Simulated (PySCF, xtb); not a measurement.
C₃H₄Cl₂, SMILES ClC1(Cl)CC1.

Harmonic wavenumbers (cm⁻¹) from GFN2-xTB (xtb) at its own minimum, in rising order: 244, 268, 270, 382, 494, 659, 785, 915, 980, 982, 1069, 1078, 1079, 1129, 1315, 1408, 1453, 3092, 3094, 3102, 3117.

Task: What does ωB97X-D3(BJ)/def2-SVP (PySCF 2.14.0) give at its own minimum? (The exact figures need the calculation; the answer reports its results.)

Result: 277, 301, 303, 412, 527, 751, 786, 921, 959, 1021, 1081, 1099, 1170, 1178, 1311, 1430, 1499, 3170, 3174, 3274, 3280. Paired by order, the mean absolute difference is 50 cm⁻¹ and the zero-point energies are 38.5 and 39.9 kcal/mol.
